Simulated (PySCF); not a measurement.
**Correlation energy of Pd³⁺ (palladium, charge +3)**

[Kr] 4d7, high-spin 4F determinant. Computed with PySCF 2.14 in def2-TZVPPD with the def2 core potential (28 electrons), with a scalar-relativistic core potential. Frozen: 4s2 4p6; 7 electrons correlated.

| level | correlation energy (mhartree) |
| --- | --- |
| CCSD | -154.76 |
| (T) | -2.65 |
| CCSD(T) | -157.41 |

Diagnostics: T1 = 0.00053, D1 = 0.0011, largest double amplitude 0.025.

Cost of the coupled-cluster step: of the order of 4 core-seconds, for 7 correlated electrons.
